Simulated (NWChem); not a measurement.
Everything below was run with NWChem. System: HBF₂, charge 0, spin multiplicity 1, at a geometry optimised with PBE/def2-SVP. The structure started from a generated list of species. Level: TD-BHandHLYP/aug-cc-pVDZ.

Output (cleaned and shortened):

```
             Northwest Computational Chemistry Package (NWChem) 7.3.0
             --------------------------------------------------------

                                NWChem Input Module
                                -------------------

 Scaling coordinates for geometry "geometry" by  1.889725989
 (inverse scale =  0.529177249)

 Turning off AUTOSYM since
 SYMMETRY directive was detected!

                             Geometry "geometry" -> ""
                             -------------------------

 Output coordinates in angstroms (scale by  1.889725989 to convert to a.u.)

  No.       Tag          Charge          X              Y              Z
 ---- ---------------- ---------- -------------- -------------- --------------
    1 B                    5.0000     0.00000000     0.00000000    -0.46122400
    2 H                    1.0000     0.00000000     0.00000000    -1.67243100
    3 F                    9.0000    -1.13507900     0.00000000     0.22103100
    4 F                    9.0000     1.13507900     0.00000000     0.22103100

 Effective nuclear repulsion energy (a.u.)      61.3424363155

            Nuclear Dipole moment (a.u.)
            ----------------------------
        X                 Y               Z
 ---------------- ---------------- ----------------
     0.0000000000     0.0000000000     0.0000132281

      Symmetry information
      --------------------

 Group name             C2v
 Group number             16
 Group order               4
 No. of unique centers     3

      Symmetry unique atoms

     1    2    3


 Summary of "ao basis" -> "" (spherical)
 ------------------------------------------------------------------------------
       Tag                 Description            Shells   Functions and Types
 ---------------- ------------------------------  ------  ---------------------
 *                        aug-cc-pvdz                 on all atoms

                                 NWChem DFT Module
                                 -----------------

 Summary of "ao basis" -> "ao basis" (spherical)
 ------------------------------------------------------------------------------
       Tag                 Description            Shells   Functions and Types
 ---------------- ------------------------------  ------  ---------------------
 B                        aug-cc-pvdz                9       23   4s3p2d
 H                        aug-cc-pvdz                5        9   3s2p
[...]
     Occ.   12  a1  ---  Virt.   16  b1   0.90884 X
     Occ.   12  a1  ---  Virt.   19  b1  -0.10324 X
     Occ.   12  a1  ---  Virt.   21  b1   0.19297 X
  ----------------------------------------------------------------------------
  Root   6 singlet b1             0.431474799 a.u.               11.7410 eV
  ----------------------------------------------------------------------------
     Transition Moments    X  0.46112   Y -0.00000   Z -0.00000
     Transition Moments   XX  0.00000  XY -0.00000  XZ  0.61205
     Transition Moments   YY -0.00000  YZ -0.00000  ZZ  0.00000
     Dipole Oscillator Strength                    0.0611626534
     Electric Quadrupole                           0.0000001602
     Magnetic Dipole                               0.0000013088
     Total Oscillator Strength                     0.0611641224

          sigma_e =   2.1538 Angstrom
          sigma_h =   1.3492 Angstrom
         |d_h->e| =   0.5287 Angstrom
            d_exc =   2.5223 Angstrom
            d_CD1 =   1.3334 Angstrom
            d_CD2 =  -1.2228 Angstrom
            d_CD3 =   3.0510 Angstrom
     Pearson C.C. =   0.0649

     Occ.   10  a2  ---  Virt.   13  b2  -0.81067 X
     Occ.   10  a2  ---  Virt.   17  b2   0.33928 X
     Occ.   11  b1  ---  Virt.   14  a1   0.28421 X
     Occ.   11  b1  ---  Virt.   15  a1   0.13559 X
     Occ.   11  b1  ---  Virt.   18  a1   0.08531 X
     Occ.   11  b1  ---  Virt.   20  a1  -0.07381 X
     Occ.   11  b1  ---  Virt.   27  a1  -0.08613 X
     Occ.   11  b1  ---  Virt.   34  a1   0.05651 X
     Occ.   12  a1  ---  Virt.   16  b1  -0.28633 X
     Occ.   12  a1  ---  Virt.   19  b1  -0.05444 X
  ----------------------------------------------------------------------------
  Root   7 singlet b2             0.436379916 a.u.               11.8745 eV
  ----------------------------------------------------------------------------
     Transition Moments    X  0.00000   Y -0.16726   Z  0.00000
     Transition Moments   XX  0.00000  XY -0.00000  XZ -0.00000
     Transition Moments   YY  0.00000  YZ  0.24698  ZZ -0.00000
     Dipole Oscillator Strength                    0.0081387540
     Electric Quadrupole                           0.0000000270
     Magnetic Dipole                               0.0000002012
     Total Oscillator Strength                     0.0081389822

          sigma_e =   3.8997 Angstrom
          sigma_h =   1.3124 Angstrom
         |d_h->e| =   0.4355 Angstrom
            d_exc =   4.1245 Angstrom
            d_CD1 =   3.0227 Angstrom
            d_CD2 =  -2.1706 Angstrom
            d_CD3 =   4.5600 Angstrom
     Pearson C.C. =   0.0105

     Occ.   12  a1  ---  Virt.   13  b2   0.42459 X
     Occ.   12  a1  ---  Virt.   17  b2   0.89361 X
     Occ.   12  a1  ---  Virt.   26  b2   0.12564 X
     Occ.   12  a1  ---  Virt.   36  b2   0.05372 X
  ----------------------------------------------------------------------------
  Root   8 singlet a1             0.460597485 a.u.               12.5335 eV
  ----------------------------------------------------------------------------
     Transition Moments    X -0.00000   Y -0.00000   Z -0.20635
     Transition Moments   XX  0.04789  XY -0.00000  XZ  0.00000
     Transition Moments   YY -0.74471  YZ  0.00000  ZZ  2.27996
     Dipole Oscillator Strength                    0.0130754689
     Electric Quadrupole                           0.0000012800
     Magnetic Dipole                               0.0000000000
     Total Oscillator Strength                     0.0130767488

          sigma_e =   3.8786 Angstrom
          sigma_h =   1.3473 Angstrom
         |d_h->e| =   2.1305 Angstrom
            d_exc =   4.6115 Angstrom
            d_CD1 =   4.6618 Angstrom
            d_CD2 =  -0.4825 Angstrom
            d_CD3 =   6.7419 Angstrom
     Pearson C.C. =   0.0126

     Occ.    9  b2  ---  Virt.   13  b2   0.18344 X
     Occ.    9  b2  ---  Virt.   17  b2  -0.06733 X
     Occ.   12  a1  ---  Virt.   14  a1  -0.19084 X
     Occ.   12  a1  ---  Virt.   15  a1  -0.27468 X
     Occ.   12  a1  ---  Virt.   18  a1   0.90538 X
     Occ.   12  a1  ---  Virt.   20  a1  -0.09762 X
     Occ.   12  a1  ---  Virt.   25  a1  -0.11963 X

              Target root =      1
          Target symmetry = none
      Ground state energy =   -225.186184338707
        Excitation energy =      0.329199160481
     Excited state energy =   -224.856985178226

  stored tddft:energy   -224.85698517822618

 Task  times  cpu:       41.6s     wall:       41.6s

 Total times  cpu:       41.7s     wall:       41.7s
```

Write an NWChem input that would produce this output.

One answer among several that fit: 
```
start mol
memory heap 200 mb stack 900 mb global 1100 mb
geometry units angstroms nocenter noautoz
  B      0.000000     0.000000    -0.461224
  H      0.000000     0.000000    -1.672431
  F     -1.135079     0.000000     0.221031
  F      1.135079     0.000000     0.221031
  symmetry group C2v
end
basis spherical
  * library aug-cc-pvdz
end
dft
  xc bhlyp
  semidirect memsize 60000000 filesize 0
  iterations 100
end
tddft
  rpa
  nroots 8
  notriplet
  thresh 1e-4
end
task tddft energy
```
